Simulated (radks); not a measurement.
Spherical quantum dot in the effective-mass picture: electrons in a hard-walled sphere of radius 11.2, with a point charge +1 (a donor) at the centre, all in effective atomic units (hartree* = m*/eps^2 hartree, bohr* = eps/m* bohr), one dielectric constant everywhere. Method: non-relativistic Kohn-Sham, LDA (Slater exchange, Perdew-Wang correlation), spin-polarised, spherical densities; computed with a radial shooting solver with Libxc functionals. Levels are named by radial order and angular momentum (1s, 1p, 1d, 2s, ...), and open shells are averaged over m. Results are scaled to m* = 0.035 and eps = 12.9, for which hartree* = 5.723 meV and bohr* = 19.5 nm.

N = 8, configuration 1s2 1p(up 3, down 2) 2s(up 1, down 0). This is the lowest configuration that the search found (a dilute case). Occupied and some empty levels:

level    occupation  eigenvalue (meV)  <r> (nm)
1s up             1            4.0105     40.39
1s down           1            4.3296     130.7
2s up             1            4.3641     145.5
1p up             3            4.4362     153.1
1p down           2            4.4757     153.2
2s down           0            4.6393     66.21
1d up             0            4.6408     157.6
1d down           0            4.6802     157.6
1f up             0            4.9225     161.4
1f down           0            4.9621     161.4
1g up             0            5.2754     164.7
1g down           0            5.3150     164.7
2p up             0            5.5559     109.0
2p down           0            5.6102     111.7

Energy (meV): total 12.9402, kinetic 6.4108, external -11.160, Hartree 23.907, exchange-correlation -6.2170.

Electron density:

r (nm)  n(r) (e/nm^3)
16.7        7.483e-06
33.0        1.599e-06
49.3        4.114e-07
65.7        1.606e-07
82.0        1.254e-07
98.4        1.555e-07
115         2.132e-07
131         2.751e-07
147         3.096e-07
164         2.826e-07
180         1.880e-07
196         7.208e-08
213         4.726e-09
